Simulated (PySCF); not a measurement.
## Working out the ionisation energy of Mn

Mn [Ar] 3d5 4s2 (6S) → Mn⁺ [Ar] 3d5 4s1 (7S). All numbers are calculated (PySCF 2.14, the non-relativistic Hamiltonian (point nucleus), in aug-cc-pVTZ with one added diffuse shell each of s, p, d, f, g type (9s8p6d4f3g, 118 functions)). Frozen: [Ar]. Energies in hartree (1 hartree = 27.21139 eV):

| part | Mn (lower) | Mn⁺ (upper) |
| --- | --- | --- |
| UHF | -1149.868683 | -1149.649171 |
| MP2 opposite-spin | -0.038347 | 0.000000 |
| MP2 same-spin | -0.085011 | -0.085935 |

Problem. What does Hartree-Fock give?

Solution. (-1149.649171) − (-1149.868683) = 0.219512 hartree = 5.973 eV.

Problem. What do MP2 and SCS-MP2 (6/5 opposite-spin, 1/3 same-spin) give?

Solution. The opposite-spin parts differ by 1.043 eV and the same-spin parts by -0.025 eV. MP2: 5.973 + (1.043) + (-0.025) = 6.991 eV. SCS-MP2: 5.973 + 1.2 × (1.043) + (-0.025)/3 = 7.216 eV.

Measured between the centres of the two terms (NIST): 7.434 eV, so MP2 (valence) is off by -0.443 eV.

The calculation is non-relativistic.

What remains against the reference includes basis incompleteness, the frozen core and correlation beyond second order.
